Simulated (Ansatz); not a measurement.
Cartesian coordinates in Å:
```
C 0.134 -1.738 -1.076
O 0.577 -1.031 0.059
Si -0.218 0.275 0.659
C 0.088 1.822 -0.324
S 0.498 0.650 2.628
H -0.949 -1.913 -1.048
H 0.375 -1.200 -2.000
H 0.640 -2.704 -1.098
H -1.670 -0.058 0.679
H -0.482 2.660 0.085
H -0.218 1.680 -1.364
H 1.148 2.086 -0.314
H 0.076 -0.529 3.114
```

The species carries charge 0 and has multiplicity 1.

Question: List the ωB97M-V/def2-TZVPP orbital energies in eV (the Gaussian-basis code of Ansatz). (Estimate.)

Answer: Ansatz gave: Occupied: -2426.49, -1807.63, -526.05, -282.84, -281.05, -220.50, -163.61, -163.53, -163.44, -148.57, -102.71, -102.69, -102.65, -31.21, -23.29, -22.29, -21.92, -17.37, -15.50, -15.33, -14.98, -14.27, -13.83, -13.25, -12.00, -11.60, -10.99, -10.48, -9.63. Lowest empty: 2.25, 2.62, 2.78, 3.24, 3.63, 4.22, 4.40, 4.70.
